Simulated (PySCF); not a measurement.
# One molecule, several mistakes: CGeH5OSi cation

These are calculations, not measurements. The program is PySCF 2.14.0, an open-source quantum chemistry code, run on an isolated molecule that a program drew, which may never have been made. The molecule is CGeH5OSi cation (charge +1, singlet), drawn as the SMILES string `O[C](=[SiH2])[GeH2+]`.

Each row is a Hartree-Fock (HF) and frozen-core CCSD(T) single point in the cc-pV(D+d)Z basis, meant for a local HF minimum. Run 1 is clean. Each other run has one planted mistake out of seven kinds, and not every kind appears here: one electron removed, one electron added, multiplicity raised by two, geometry at a saddle point, minimal basis STO-3G, one bond length entered in bohr, all coordinates scaled. The reference is restricted for singlets and unrestricted otherwise, and also for a bond in bohr. Adding or removing an electron swaps singlet and doublet. Electrons count all cores. HOMO and LUMO are orbital energies over both spins, the gradient is its largest component, and the lowest frequency (negative if imaginary) is given only where the gradient is small. Bond lengths are over the 8 bonds as drawn. T1 is the CCSD diagnostic: over 0.02 (restricted) or 0.045 (unrestricted) a single reference is doubtful. Germanium has the cc-pVDZ-PP basis, with a core potential (ECP10MDF) in place of its 10 inner electrons, and its 3s, 3p and 3d shells are frozen in CCSD(T).

Geometry of the clean run:
```xyz
9
CGeH5OSi cation, angstrom
O    -3.1588    1.4401    0.1592
C    -2.1663    0.6261    0.5924
Si   -1.7071    0.1746    2.2216
Ge   -1.1414   -0.1216   -0.7522
H    -3.6709    1.8130    0.8649
H    -2.4031    0.6676    3.4108
H    -0.5747   -0.7355    2.3624
H    -0.0084   -1.0447   -0.3758
H    -1.4167    0.1733   -2.2054
```

| run | electrons | basis functions | <S^2> | HOMO (eV) | LUMO (eV) | gradient (hartree/bohr) | lowest frequency (cm^-1) | mean bond (Å) | longest bond (Å) | T1 | HF (hartree) | CCSD(T) (hartree) | mistake |
|---|---|---|---|---|---|---|---|---|---|---|---|---|---|
| 1 | 64 | 99 | 0.000 | -13.51 | -4.85 | 2.1e-05 | 154 | 1.4805 | 1.849 | 0.0173 | -697.62406 | -698.17842 | no fault |
| 2 | 63 | 99 | 0.759 | -21.44 | -11.59 | 6.2e-02 | - | 1.4805 | 1.849 | 0.0221 | -697.16933 | -697.68655 | one electron removed |
| 3 | 64 | 99 | 1.013 | -13.63 | -5.06 | 1.1e-02 | - | 1.6483 | 2.852 | 0.0367 | -697.52099 | -698.05817 | one bond length entered in bohr |
| 4 | 64 | 99 | 2.025 | -11.65 | -5.79 | 6.6e-02 | - | 1.4805 | 1.849 | 0.0215 | -697.57184 | -698.10786 | ? |
| 5 | 64 | 99 | 0.000 | -13.29 | -4.92 | 3.5e-02 | - | 1.5367 | 1.919 | 0.0187 | -697.61100 | -698.17519 | ? |

**Which mistake was planted in run 4, and what did it cost?**

Electrons, basis and geometry are unchanged, and <S^2> is 2.025, beside S(S+1) = 2.00 for a multiplicity of 3. So the mistake is: multiplicity raised by two. Subtracting run 1 and multiplying by 627.51 kcal/mol a hartree, the energy moved by 32.8 kcal/mol in HF and 44.3 kcal/mol in CCSD(T).

**Which mistake was planted in run 5, and what did it cost?**

The mean and the longest bond both change by the same factor, 1.038, and the gradient is no longer small. So the mistake is: all coordinates scaled. Subtracting run 1 and multiplying by 627.51 kcal/mol a hartree, the energy moved by 8.2 kcal/mol in HF and 2.0 kcal/mol in CCSD(T).

